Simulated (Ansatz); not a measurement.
Job for Ansatz (a first-principles code): R-CCSD(T)/aug-cc-pVTZ on hydrogen selenide (SMILES [SeH2]), atoms moved off the minimum. The run froze 14 orbitals, filled d shells among them.

Ansatz 0.2 input:
```yaml
crystal:
  periodic: [false, false, false]
  atoms:
    - {symbol: Se, position_ang: [0.03957592, 0.08327147, 0.06633773]}
    - {symbol: H, position_ang: [-1.16388517, -0.95754947, -0.08640895]}
    - {symbol: H, position_ang: [1.14110332, -0.90479092, -0.01535604]}
basis:
  gaussian:
    orbitals: aug-cc-pVTZ
magnetization: {spin_polarized: false}
correlation: {method: ccsd_t, electrons: outside_noble_gas}
scf: {lower_state_search: off}
output: {forces: true}
```

It printed:

```
WARN ansatz: RAYON_NUM_THREADS=1 ignored (pool sized by the plan → 1); use --threads N
Functional definition: HF
these checks for a lower state are left out or cut short: starts, cluster_reference, orbital_swaps, neighbouring_geometries, increment
integrals: 0.12 GiB planned
618 factors; integrals over basis functions are off by at most 7.2e-4 eV
mean field: 0.20 GiB planned
mean field evaluation 1: about -65335.1265 eV, gradient 9.6e0 eV
mean field evaluation 2: about -65335.1384 eV, gradient 9.6e0 eV
mean field evaluation 4: about -65335.6409 eV, gradient 1.4e0 eV
mean field evaluation 8: about -65335.6518 eV, gradient 5.3e-5 eV
mean field -65335.65181748 eV, -2401.0409181970 hartree, gradient 3.8e-6 eV, S^2 0.000000; 0 other end points of the search recorded, 0 dependent functions left out
14 core orbitals not correlated
reference -65335.65181748 eV, -2401.0409181970 hartree; 4, 4 occupied and 87, 87 virtual orbitals, 618 factors
densities: 0.38 GiB planned
second order -4.70739817 eV of doubles, -0.00000000 eV of singles
coupled cluster: 0.28 GiB planned
cycle   1  -5.16499830 eV  change   -4.6e-1 eV  update   5.2e-2
cycle   2  -5.33610320 eV  change   -1.7e-1 eV  update   1.8e-2
cycle   3  -5.34853508 eV  change   -1.2e-2 eV  update   5.0e-3
cycle   4  -5.34791150 eV  change    6.2e-4 eV  update   1.6e-3
cycle   5  -5.34749118 eV  change    4.2e-4 eV  update   4.3e-4
cycle   6  -5.34746695 eV  change    2.4e-5 eV  update   1.6e-4
cycle   7  -5.34749275 eV  change   -2.6e-5 eV  update   4.7e-5
cycle   8  -5.34749294 eV  change   -1.9e-7 eV  update   1.3e-5
cycle   9  -5.34749132 eV  change    1.6e-6 eV  update   3.7e-6
perturbative correction -0.20293843 eV, -0.0074578496 hartree
the calculation of the forces begins
Total energy: -65341.20224723 eV, -2401.2448927281 hartree
Atom 0 at     0.039576     0.083271     0.066338 Å, force    -1.348839    -1.084861    -0.161875 eV/Å
Atom 1 at    -1.163885    -0.957549    -0.086409 Å, force     1.761965     1.136970     0.179478 eV/Å
Atom 2 at     1.141103    -0.904791    -0.015356 Å, force    -0.413126    -0.052109    -0.017603 eV/Å
Dipole moment:     0.006156    -0.134955    -0.015229 e Å
Checks for a lower state left out: starts, cluster_reference, orbital_swaps, neighbouring_geometries, increment
```

Self-consistency was reached.

Cost: very roughly 7 core-seconds.
